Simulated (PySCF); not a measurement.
# Effect of structural changes

Computed, not measured: TDDFT CAM-B3LYP/def2-SVPD circular dichroism and optical rotation, one conformer, gas phase (PySCF). Geometry: GFN2-xTB.

Each molecule in one low-energy conformer. The parent is C[C@@H]1[C@@H](F)[C@@H]1[Si@@H](C)Cl.

The molecule is flexible and this is one conformer; a measurement averages over conformers.

(1) Order by specific rotation at 589.3 nm (origin-invariant length gauge), lowest first.
A. C[C@@H]1[C@H](F)[C@H]1[Si@H](C)Cl
B. C[C@@H]1[C@@H](F)[C@@H]1[Si@H](C)Cl
C. C[C@H]1[C@H](F)[C@@H]1[Si@@H](C)Cl
D. C[C@H]1[C@H](F)[C@@H]1[Si@H](C)Cl
E. C[C@@H]1[C@H](F)[C@H]1[Si@@H](C)Cl
F. C[C@H]1[C@@H](F)[C@H]1[Si@H](C)Cl
G. C[C@@H]1[C@@H](F)[C@@H]1[Si@@H](C)Cl

## Answers

(1) G (-89), E (-83), D (-47), A (14), C (23), B (75), F (80).

All values:
```csv
molecule,change,[α]589 (deg dm⁻¹ (g/mL)⁻¹),S1 (eV),"R(S1), velocity form (10⁻⁴⁰ esu² cm²)"
C[C@@H]1[C@@H](F)[C@@H]1[Si@@H](C)Cl,base,-89.5,7.51,-9.7
C[C@H]1[C@H](F)[C@@H]1[Si@H](C)Cl,diastereomer,-47.1,7.64,-9.1
C[C@@H]1[C@@H](F)[C@@H]1[Si@H](C)Cl,diastereomer,+74.9,7.57,-10.3
C[C@H]1[C@@H](F)[C@H]1[Si@H](C)Cl,diastereomer,+80.0,7.47,+2.9
C[C@@H]1[C@H](F)[C@H]1[Si@@H](C)Cl,diastereomer,-83.2,7.54,+0.9
C[C@H]1[C@H](F)[C@@H]1[Si@@H](C)Cl,diastereomer,+23.4,7.58,-14.6
C[C@@H]1[C@H](F)[C@H]1[Si@H](C)Cl,diastereomer,+14.4,7.59,+4.7
```
